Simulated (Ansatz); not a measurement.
Reaction (substitution at a C–Si bond): `FC[SiH2]Br` + `OC[SeH]` → `OC[Se]CF` + `[SiH3]Br`

Program: Ansatz. Geometries: PBE0-D4/def2-TZVP. ΔE: electronic, gas phase. CCSD(T)/CBS adds triple-zeta CCSD(T) − MP2 to the extrapolated MP2 energy (def2 sets, frozen cores). DFT in def2-TZVPP. For Br, Se outer-core shells are correlated without core-valence functions, which leaves a few kJ/mol of doubt a bond. Scalar relativity is left out up to krypton. One conformer a species, not always the lowest.

| level | ΔE (kJ/mol) |
| --- | --- |
| r2SCAN-D4 | 10.3 |
| B2PLYP | 10.7 |
| PBE | 10.0 |
| HF/def2-TZVPP | 16.0 |
| SCS-MP2/def2-TZVPP | 7.4 |
| CCSD/def2-TZVPP | 11.4 |
| CCSD(T)/def2-TZVPP | 9.3 |
| HF/CBS(def2) | 16.5 |

Question: What does CCSD(T)/CBS give? (An estimate is asked.)

Answer: Ansatz gave: +11.4 kJ/mol. The listed levels differ from it by -1.1, -0.7, -1.4, 4.6, -4.0, 0.0, -2.1, 5.1 kJ/mol.

Largest T1 diagnostic among the species: 0.011.

In def2-TZVPP, CCSD(T) changes the Hartree–Fock value by −6.7 kJ/mol (the triples alone add −2.1 kJ/mol) and MP2 by −9.4 kJ/mol.
